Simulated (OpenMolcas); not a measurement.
Re4+ (d3) among equal point charges was computed by CASSCF with the d shell active (OpenMolcas, ANO-RCC-VDZP on the metal). Its lowest spin-free states, and all those of the highest spin:

```csv
2S+1,Degeneracy,E (cm-1)
4,1,0.0
4,2,5917
4,1,8775
4,1,9431
4,2,13220
2,1,15032
2,2,15182
2,1,15285
2,1,15782
2,1,19686
2,2,20065
2,1,20270
4,1,21701
4,2,23644
```

Question: Is the site octahedral, tetrahedral or cube-like, axial, or of lower symmetry?

Answer: The states with 2S+1 = 4 have orbital degeneracies 1, 2, 1, 1, 2, 1, 2. There are pairs but no triples, so the site is axial: not cubic, but with a proper or improper axis of order three or more. The run had Re4+ among 6 point charges of -1.1 e arranged as a tetragonal octahedron (D4h), 1.92 Å from the ion, with the axial distance 2.208 Å.

Spin-orbit coupling mixes the spin-free states strongly: the lowest level takes only 50 % from its leading state, 4B1. Without dynamic correlation the repulsion within the d shell is too large (B by tens of per cent), so at a given field states of lower spin stand too high. This is an electrostatic model: the charges have no orbitals. No measured value stands beside these numbers.
